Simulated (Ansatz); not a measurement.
Consider the substitution at a C–N bond: `CC(C)(C)[NH][Zr]([F])([F])[F]` + HBr → `CC(C)(C)Br` + `[NH2][Zr]([F])([F])[F]`.

Computed with Ansatz on PBE0-D4/def2-TZVP structures; ΔE is electronic, products minus reactants. CCSD(T)/CBS adds triple-zeta CCSD(T) − MP2 to the extrapolated MP2 energy (def2 sets, frozen cores). Elements past krypton have def2 core potentials. For Br, Zr outer-core shells are correlated without core-valence functions, which leaves a few kJ/mol of doubt a bond. Scalar relativity is left out up to krypton. Each species was taken in one conformer, which may not be the lowest.

`CC(C)(C)[NH][Zr]([F])([F])[F]`:

Z-matrix (Å, degrees):
```
Zr
N 1 2.011
C 1 3.140 2 21.4
F 1 1.904 2 106.0 3 -179.9
C 1 3.187 2 49.3 3 -0.0
F 1 1.915 2 109.7 3 -59.1
F 1 1.915 2 109.7 3 59.3
H 1 2.670 2 19.2 3 180.0
C 3 1.526 1 121.5 2 74.2
C 3 1.526 1 121.6 2 -74.1
H 5 1.095 1 70.3 2 120.0
H 5 1.091 2 146.0 1 -180.0
H 5 1.095 1 70.3 2 -119.9
H 9 1.093 3 111.0 1 149.1
H 9 1.094 3 110.6 1 -91.2
H 9 1.092 3 110.5 1 28.6
H 10 1.092 3 110.5 1 -28.6
H 10 1.093 3 111.0 1 -149.1
H 10 1.094 3 110.6 1 91.2
```

HBr:

Cartesian coordinates in Å:
```
Br 0.668 0.177 -0.163
H -0.668 -0.177 0.163
```

`CC(C)(C)Br`:

```xyz
14

C     1.197   -0.535   -0.627
C     0.129    0.283    0.069
C    -1.056    0.545   -0.836
C    -0.293   -0.344    1.381
Br    0.937    2.051    0.500
H     1.526   -0.055   -1.549
H     2.065   -0.683    0.017
H     0.784   -1.518   -0.879
H    -0.748    1.036   -1.760
H    -1.801    1.171   -0.342
H    -1.526   -0.410   -1.094
H    -0.744   -1.322    1.179
H    -1.031    0.273    1.895
H     0.561   -0.490    2.043
```

`[NH2][Zr]([F])([F])[F]`:

Z-matrix (Å, degrees):
```
Zr
F 1 1.905
F 1 1.903 2 114.1
N 1 2.016 2 108.4 3 119.8
F 1 1.909 2 107.2 3 -121.9
H 4 1.012 1 125.3 2 -141.1
H 4 1.011 1 125.9 2 39.6
```

```
             level  ΔE (kJ/mol)
SCS-MP2/def2-TZVPP        -11.7
CCSD(T)/def2-TZVPP         -6.0
```

What does CCSD(T)/CBS give? (Estimate.)

Ansatz gave: -12.2 kJ/mol. The listed levels differ from it by 0.5, 6.2 kJ/mol.

Largest T1 diagnostic among the species: 0.017.

The D4 term adds +9.4 kJ/mol with B3LYP and +6.0 kJ/mol with PBE0; it sums over pairs of atoms, weighted by their polarisabilities, and B3LYP, whose exchange is more repulsive, gets the larger term. At CCSD(T), def2-SVP lies +32.3 kJ/mol from the extrapolated value and def2-TZVPP +6.2 kJ/mol.

B3LYP here is the variant with VWN-RPA as its local correlation; programs differ in this.
